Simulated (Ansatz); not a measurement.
S-phenylthianthrenium bistriflimide (C20H13F6NO4S4). The state is a singlet with charge 0. Geometry PBE-D4/def2-SVP, basis def2-SVP, Ansatz.

```tsv
run	HOMO (eV)	LUMO (eV)
A	-9.51	0.07
B	-6.25	-2.72
C	-7.07	-1.98
D	-9.05	0.03
```

LC-ωPBE has ω = 0.4 bohr⁻¹. Single mean-field runs in def2-SVP are fitted with def2-universal-jkfit.

Q: The runs used LC-ωPBE, PBE0, r2SCAN, ωB97M-V. Estimate which is which.

A: A LC-ωPBE (range-separated); B r2SCAN (0 % exact exchange); C PBE0 (25 % exact exchange); D ωB97M-V (range-separated). Exact exchange lowers occupied and raises empty levels; among semilocal functionals meta-GGAs tend to open the gap a little, and such runs are hard to tell apart. The gap grows from 3.54 eV (r2SCAN) to 9.58 eV (LC-ωPBE).
